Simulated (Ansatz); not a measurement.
The inner images of a band of CH5BrSi + H2 (10 atoms, charge 0, multiplicity 1) are given out of order.

Theory: Ansatz, RKS LDA/def2-SVP.

Initial state:

```xyz
10
Properties=species:S:1:pos:R:3
Si -0.913 -0.383 -0.323
Br 0.273 -1.360 -1.941
H -2.139 -1.229 -0.111
H -1.320 0.971 -0.838
C 0.122 -0.268 1.214
H 1.424 1.145 -1.463
H 1.543 1.850 -1.136
H -0.460 0.206 2.035
H 0.442 -1.278 1.545
H 1.028 0.346 1.019
```

Final state:

```xyz
10
Properties=species:S:1:pos:R:3
Si -0.810 0.564 -0.209
Br 1.717 -1.611 -1.861
H -1.743 -0.454 -0.807
H -1.588 1.802 0.155
C 0.163 -0.123 1.223
H 1.014 -0.340 -1.729
H 0.145 0.975 -1.323
H -0.516 -0.502 2.016
H 0.798 -0.965 0.869
H 0.821 0.653 1.667
```

**Question.** Put them in order from the first end to the last, with their energies above the first end.
A.
```xyz
10
Properties=species:S:1:pos:R:3
Si -0.833 -0.342 -0.311
Br 0.402 -1.381 -1.853
H -2.119 -1.113 -0.204
H -1.123 1.045 -0.812
C 0.110 -0.323 1.289
H 1.358 1.172 -1.626
H 1.283 1.902 -1.345
H -0.495 0.148 2.093
H 0.364 -1.359 1.597
H 1.053 0.251 1.172
```
B.
```xyz
10
Properties=species:S:1:pos:R:3
Si -0.801 0.499 -0.230
Br 1.666 -1.498 -1.866
H -1.612 -0.576 -0.899
H -1.697 1.654 0.132
C 0.167 -0.135 1.234
H 1.017 -0.197 -1.702
H 0.147 1.050 -1.290
H -0.473 -0.155 2.140
H 0.545 -1.160 1.037
H 1.040 0.518 1.444
```
C.
```xyz
10
Properties=species:S:1:pos:R:3
Si -0.686 -0.184 -0.343
Br 0.737 -1.381 -1.650
H -1.922 -0.977 -0.607
H -1.109 1.256 -0.559
C 0.161 -0.281 1.302
H 1.066 0.923 -1.630
H 0.679 1.567 -1.391
H -0.459 0.123 2.128
H 0.422 -1.341 1.492
H 1.111 0.297 1.258
```
D.
```xyz
10
Properties=species:S:1:pos:R:3
Si -0.622 -0.072 -0.373
Br 0.935 -1.409 -1.596
H -1.766 -0.935 -0.787
H -1.259 1.325 -0.387
C 0.196 -0.232 1.280
H 0.881 0.730 -1.584
H 0.482 1.397 -1.364
H -0.450 0.136 2.104
H 0.462 -1.297 1.422
H 1.140 0.356 1.285
```
E.
```xyz
10
Properties=species:S:1:pos:R:3
Si -0.624 0.100 -0.363
Br 1.162 -1.372 -1.647
H -1.627 -0.871 -0.914
H -1.420 1.391 -0.229
C 0.218 -0.202 1.258
H 0.770 0.471 -1.548
H 0.320 1.242 -1.313
H -0.441 0.122 2.093
H 0.487 -1.272 1.357
H 1.156 0.390 1.306
```
F.
```xyz
10
Properties=species:S:1:pos:R:3
Si -0.756 -0.268 -0.317
Br 0.568 -1.363 -1.752
H -2.050 -1.020 -0.387
H -1.027 1.155 -0.726
C 0.125 -0.321 1.315
H 1.247 1.080 -1.665
H 0.921 1.746 -1.405
H -0.481 0.116 2.136
H 0.377 -1.373 1.565
H 1.076 0.249 1.236
```
G.
```xyz
10
Properties=species:S:1:pos:R:3
Si -0.729 0.340 -0.294
Br 1.406 -1.347 -1.782
H -1.514 -0.758 -0.966
H -1.649 1.486 -0.030
C 0.200 -0.169 1.245
H 0.919 0.083 -1.629
H 0.192 1.128 -1.266
H -0.427 0.084 2.126
H 0.455 -1.249 1.272
H 1.148 0.402 1.324
```

**Answer.** A (+0.3 kcal/mol), F (+2.7 kcal/mol), C (+11.9 kcal/mol), D (+27.7 kcal/mol), E (+39.3 kcal/mol), G (+20.8 kcal/mol), B (+13.9 kcal/mol).

Time of the run: 86 s on 2 threads of Intel(R) Xeon(R) 6975P-C (Granite Rapids), with other jobs on the host, peak memory 0.16 GiB.
